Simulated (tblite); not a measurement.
Problem. What does the GFN2-xTB structure of `[C]#CC1=CC(C#C)=CC=C1` [radical] look like in three dimensions? (Doublet state.)

Solution. 
```xyz
15
C10H5 angstrom
C     -2.7245    2.8789    0.8538
C     -2.0240    2.0162    0.3906
C     -1.2328    0.8579    0.1361
C     -1.8339   -0.2918   -0.3760
C     -1.0478   -1.3866   -0.6877
C      0.3194   -1.3526   -0.4802
C      0.9196   -0.2067    0.0455
C      2.3186   -0.1649    0.2583
C      3.5051   -0.1286    0.4376
C      0.1372    0.8999    0.3663
H     -2.9016   -0.3132   -0.5329
H     -1.5079   -2.2764   -1.0918
H      0.9310   -2.2112   -0.7147
H      4.5421   -0.0991    0.5939
H      0.5951    1.7863    0.7792
```

Any rigid rotation of these coordinates is as good. Atoms count from 1 in this order. C6 (carbon bonded to 2 C and H) is planar (angles 120.5°, 120.1° and 119.4°, sum 360.0°, 0.00 Å off the plane of its three neighbours). C4 (carbon bonded to 2 C and H) is planar (angles 120.9°, 119.7° and 119.4°, sum 360.0°, 0.00 Å off the plane of its three neighbours). C10 (carbon bonded to 2 C and H) is planar (angles 120.4°, 120.1° and 119.4°, sum 360.0°, 0.00 Å off the plane of its three neighbours). C5 (carbon bonded to 2 C and H) is planar (angles 120.6°, 119.8° and 119.6°, sum 360.0°, 0.00 Å off the plane of its three neighbours).

Bonds between heavy atoms (Å): C1≡C2 1.204, C2–C3 1.426, C3–C4 1.395, C4–C5 1.383, C5–C6 1.383, C6–C7 1.396, C7–C8 1.416, C8≡C9 1.201, C7–C10 1.393, C3–C10 1.390.

Structure optimised with GFN2-xTB, isolated species. This method treats the open shell by occupation alone, without spin polarisation.

Point group: near Cs, missed by 0.21 Å at most; the miss may be what the optimiser left on a soft mode. Its GFN2-xTB frequencies are all real (lowest 100 cm⁻¹).

All values are computed, not measured.
